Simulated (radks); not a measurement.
Problem. All-electron atom: Br+ in [Ar] 3d9.5 4s1.5 4p5 (fractional occupations, a model configuration). Calculated with a radial shooting solver on a logarithmic mesh with Libxc functionals: Dirac Kohn-Sham, PBEsol, spin-unpolarised, spherical densities, point nucleus; open shells fill j = l - 1/2 first. Some entries of the table are withheld. Estimate them.

orbital  occ.  eigenvalue (eV)  r(max) (bohr)
1s1/2       2        -13323.14        0.02793
2s1/2       2        -1751.503            (1)
2p1/2       2        -1579.596         0.1253
2p3/2       4        -1532.158         0.1285
3s1/2       2        -256.0397         0.4835
3p1/2       2        -196.2547         0.4744
3p3/2       4        -189.3354         0.4830
3d3/2       4         -85.6043         0.4263
3d5/2     5.5         -84.4888         0.4289
4s1/2     1.5         -32.1287          1.380
4p1/2       2              (2)            (3)
4p3/2       3              (4)            (5)

Solution. 
(1) 2s1/2 r(max) (bohr): 0.1594
(2) 4p1/2 eigenvalue (eV): -19.1114
(3) 4p1/2 r(max) (bohr): 1.561
(4) 4p3/2 eigenvalue (eV): -18.4846
(5) 4p3/2 r(max) (bohr): 1.591
